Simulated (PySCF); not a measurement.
C4HCoO4, charge +1, doublet, at a GFN2-xTB geometry (such geometries of metal compounds can be far from the true shape) (the multiplicity is a formal guess); DF-CAMB3LYP/def2-SV(P) run with PySCF.

Input for PySCF:
```python
from pyscf import gto, scf, dft

mol = gto.M(
    atom='''
Co    0.32135954   -0.03881246    0.09486624
O     1.66602219   -0.15098768   -2.50905497
C     1.13970211   -0.10801026   -1.52005356
O     0.11003334    0.39932444    2.98700799
C     0.17701032    0.23246837    1.88036585
O    -1.31545884    2.33540521   -0.60625963
C    -0.71729880    1.42496812   -0.34575408
O    -1.51429134   -2.39720258   -0.18868248
C    -0.88013862   -1.47825650   -0.10116030
H     1.43719963   -0.87139706    0.49413680
''',
    basis='def2-sv(p)',
    charge=1,
    spin=1,
    verbose=4,
    symmetry=True,
)

mf = dft.UKS(mol)
mf.xc = 'camb3lyp'
mf = mf.density_fit(auxbasis='def2-universal-jkfit')
mf.kernel()
mf.analyze()
```

What the program printed (banner, timings and long lists left out):

```
PySCF version 2.14.0

[INPUT] verbose = 4
[INPUT] num. atoms = 10
[INPUT] num. electrons = 83
[INPUT] charge = 1
[INPUT] spin (= nelec alpha-beta = 2S) = 1
[INPUT] symmetry True subgroup None
[INPUT] Mole.unit = angstrom
[INPUT] Symbol           X                Y                Z      unit          X                Y                Z       unit  Magmom
[...]
nuclear repulsion = 614.390270588019
point group symmetry = Cs
symmetry origin: [1.57477174e-09 4.49934719e-10 4.49934716e-10]
symmetry axis x: [ 0.95719678 -0.07781064  0.27878277]
symmetry axis y: [ 0.1012577   0.99234526 -0.07069492]
symmetry axis z: [-0.27114794  0.09589785  0.95774861]
num. orbitals of irrep A' = 87
num. orbitals of irrep A" = 51
number of shells = 60
number of NR pGTOs = 262
number of NR cGTOs = 138
basis = def2-sv(p)
ecp = {}

******** <class 'pyscf.df.df_jk.DFSymAdaptedUKS'> ********
method = DFSymAdaptedUKS
initial guess = minao
damping factor = 0
level_shift factor = 0
DIIS = <class 'pyscf.scf.diis.CDIIS'>
diis_start_cycle = 1
diis_space = 8
diis_damp = 0
SCF conv_tol = 1e-09
SCF conv_tol_grad = None
SCF max_cycles = 50
direct_scf = False
number electrons alpha = 42  beta = 41
XC library pyscf.dft.libxc version 7.1.2
    S. Lehtola, C. Steigemann, M. J. T. Oliveira, and M. A. L. Marques,  SoftwareX 7, 1–5 (2018)
XC functionals = camb3lyp
    T. Yanai, D. P. Tew, and N. C. Handy,  Chem. Phys. Lett. 393, 51 (2004)
radial grids:
    Treutler-Ahlrichs [JCP 102, 346 (1995); DOI:10.1063/1.469408] (M4) radial grids

becke partition: Becke, JCP 88, 2547 (1988); DOI:10.1063/1.454033
pruning grids: <function nwchem_prune>
grids dens level: 3
symmetrized grids: True
atomic radii adjust function: <function treutler_atomic_radii_adjust>
small_rho_cutoff = 0
Freeze 0 electrons in irreps []
    83 free electrons in irreps A' A"
Set gradient conv threshold to 3.16228e-05
tot grids = 143512
******** <class 'pyscf.df.df.DF'> ********
auxbasis = def2-universal-jkfit
Create RSH-DF object <pyscf.df.df.DF object> for omega=0.33
******** <class 'pyscf.df.df.DF'> ********
auxbasis = auxmol.basis = def2-universal-jkfit
init E= -1836.19521964317

cycle= 1 E= -1819.42340439233  delta_E= 16.8  |g|= 4.98  |ddm|= 4.62
cycle= 2 E= -1755.45455572263  delta_E=   64  |g|= 9.74  |ddm|=  167
cycle= 3 E= -1826.39411709229  delta_E= -70.9  |g|= 4.33  |ddm|=  158
cycle= 4 E= -1833.39595930202  delta_E=   -7  |g|= 2.94  |ddm|= 11.5
cycle= 5 E= -1830.97263882903  delta_E= 2.42  |g|= 3.97  |ddm|= 0.95
cycle= 6 E= -1835.438354313  delta_E= -4.47  |g|= 1.15  |ddm|= 1.67
cycle= 7 E= -1835.71505437851  delta_E= -0.277  |g|= 0.603  |ddm|= 0.664
cycle= 8 E= -1835.80960671617  delta_E= -0.0946  |g|= 0.201  |ddm|= 0.292
cycle= 9 E= -1835.82073949744  delta_E= -0.0111  |g|= 0.0827  |ddm|= 0.122
cycle= 10 E= -1835.82331521497  delta_E= -0.00258  |g|= 0.0119  |ddm|= 0.0663
cycle= 11 E= -1835.82346320049  delta_E= -0.000148  |g|= 0.00681  |ddm|= 0.0193
cycle= 12 E= -1835.82354557265  delta_E= -8.24e-05  |g|= 0.00449  |ddm|= 0.0153
cycle= 13 E= -1835.82359215552  delta_E= -4.66e-05  |g|= 0.00329  |ddm|= 0.0129
cycle= 14 E= -1835.82361403453  delta_E= -2.19e-05  |g|= 0.00193  |ddm|= 0.01
cycle= 15 E= -1835.82362031193  delta_E= -6.28e-06  |g|= 0.000984  |ddm|= 0.00408
cycle= 16 E= -1835.82362636053  delta_E= -6.05e-06  |g|= 0.000475  |ddm|= 0.0064
cycle= 17 E= -1835.82362775127  delta_E= -1.39e-06  |g|= 0.000413  |ddm|= 0.00275
cycle= 18 E= -1835.82362822068  delta_E= -4.69e-07  |g|= 0.000272  |ddm|= 0.00128
cycle= 19 E= -1835.82362857236  delta_E= -3.52e-07  |g|= 0.000214  |ddm|= 0.00112
cycle= 20 E= -1835.82362880578  delta_E= -2.33e-07  |g|= 0.000193  |ddm|= 0.00103
cycle= 21 E= -1835.82362898651  delta_E= -1.81e-07  |g|= 0.000128  |ddm|= 0.00104
cycle= 22 E= -1835.82362907809  delta_E= -9.16e-08  |g|= 7.57e-05  |ddm|= 0.00085
cycle= 23 E= -1835.82362910914  delta_E= -3.11e-08  |g|= 5.77e-05  |ddm|= 0.000541
cycle= 24 E= -1835.82362911744  delta_E= -8.3e-09  |g|= 3.35e-05  |ddm|= 0.000227
[...]
converged SCF energy = -1835.82362912164  <S^2> = 0.76285586  2S+1 = 2.0128148
Total Energy =                       -1835.823629121635804
[...]
beta  MO #85 (A' #57), energy= 0.92817496262779 occ= 0
beta  MO #86 (A" #29), energy= 0.934920825365015 occ= 0
beta  MO #87 (A' #58), energy= 0.936993142457794 occ= 0
beta  MO #88 (A" #30), energy= 0.985479688561694 occ= 0
beta  MO #89 (A' #59), energy= 0.99075775064298 occ= 0
beta  MO #90 (A" #31), energy= 1.00414616562853 occ= 0
beta  MO #91 (A' #60), energy= 1.04233121300522 occ= 0
beta  MO #92 (A" #32), energy= 1.12759910298141 occ= 0
beta  MO #93 (A' #61), energy= 1.26900260470302 occ= 0
beta  MO #94 (A' #62), energy= 1.32536421217398 occ= 0
beta  MO #95 (A" #33), energy= 1.34745219867533 occ= 0
beta  MO #96 (A' #63), energy= 1.38585901999529 occ= 0
beta  MO #97 (A" #34), energy= 1.44757265914679 occ= 0
beta  MO #98 (A" #35), energy= 1.45821949737307 occ= 0
beta  MO #99 (A' #64), energy= 1.45890681289256 occ= 0
beta  MO #100 (A' #65), energy= 1.47234252101597 occ= 0
beta  MO #101 (A" #36), energy= 1.47578254733152 occ= 0
beta  MO #102 (A' #66), energy= 1.47648589746979 occ= 0
beta  MO #103 (A" #37), energy= 1.48300732621521 occ= 0
beta  MO #104 (A' #67), energy= 1.50011059849542 occ= 0
beta  MO #105 (A" #38), energy= 1.50115441816921 occ= 0
beta  MO #106 (A' #68), energy= 1.51873454906931 occ= 0
beta  MO #107 (A' #69), energy= 1.55338503462732 occ= 0
beta  MO #108 (A' #70), energy= 1.57636820374513 occ= 0
beta  MO #109 (A" #39), energy= 1.57750886972233 occ= 0
beta  MO #110 (A' #71), energy= 1.62543253637957 occ= 0
beta  MO #111 (A' #72), energy= 1.7047375550311 occ= 0
beta  MO #112 (A' #73), energy= 1.73045782269031 occ= 0
beta  MO #113 (A" #40), energy= 1.79523709957221 occ= 0
beta  MO #114 (A" #41), energy= 1.82923556893966 occ= 0
beta  MO #115 (A" #42), energy= 2.42591329644449 occ= 0
beta  MO #116 (A' #74), energy= 2.47646590747991 occ= 0
beta  MO #117 (A" #43), energy= 2.47689761811215 occ= 0
beta  MO #118 (A' #75), energy= 2.4791945247861 occ= 0
beta  MO #119 (A" #44), energy= 2.47985137226345 occ= 0
beta  MO #120 (A" #45), energy= 2.48128824594993 occ= 0
beta  MO #121 (A' #76), energy= 2.48455718374443 occ= 0
beta  MO #122 (A" #46), energy= 2.48752516032373 occ= 0
beta  MO #123 (A' #77), energy= 2.49160792299229 occ= 0
beta  MO #124 (A' #78), energy= 2.4951592378147 occ= 0
beta  MO #125 (A' #79), energy= 2.59540614045854 occ= 0
beta  MO #126 (A' #80), energy= 2.7462223118418 occ= 0
beta  MO #127 (A' #81), energy= 3.05018895620683 occ= 0
beta  MO #128 (A" #47), energy= 3.05069834802286 occ= 0
beta  MO #129 (A' #82), energy= 3.06427897110799 occ= 0
beta  MO #130 (A" #48), energy= 3.07098987033889 occ= 0
beta  MO #131 (A' #83), energy= 3.07629158052342 occ= 0
beta  MO #132 (A' #84), energy= 3.09605073218067 occ= 0
beta  MO #133 (A" #49), energy= 3.12637466258194 occ= 0
beta  MO #134 (A" #50), energy= 3.14336511602492 occ= 0
beta  MO #135 (A" #51), energy= 3.50279758368905 occ= 0
beta  MO #136 (A' #85), energy= 3.52016795801231 occ= 0
beta  MO #137 (A' #86), energy= 3.53931582463527 occ= 0
beta  MO #138 (A' #87), energy= 3.58094588591986 occ= 0
 ** Mulliken pop alpha/beta on meta-lowdin orthogonal AOs **
 ** Mulliken pop       alpha | beta **
In total            42.00000 | 41.00000
 ** Mulliken atomic charges   ( Nelec_alpha | Nelec_beta ) **
charge of  0Co =      0.77194  (    13.57171     12.65635 )
charge of  1O =     -0.06190  (     4.04046      4.02144 )
charge of  2C =      0.16298  (     2.92158      2.91543 )
charge of  3O =     -0.06190  (     4.04046      4.02144 )
charge of  4C =      0.16298  (     2.92158      2.91543 )
charge of  5O =     -0.05704  (     4.03426      4.02277 )
charge of  6C =      0.14241  (     2.93189      2.92570 )
charge of  7O =     -0.06675  (     4.02681      4.03995 )
charge of  8C =      0.12425  (     2.98069      2.89506 )
charge of  9H =     -0.11698  (     0.53054      0.58644 )

WARN: System has nonzero charge 1; the dipole moment is origin-dependent.
Location of origin: [0. 0. 0.]

Dipole moment(X, Y, Z, Debye):  0.15525,  0.52306, -0.00842
```
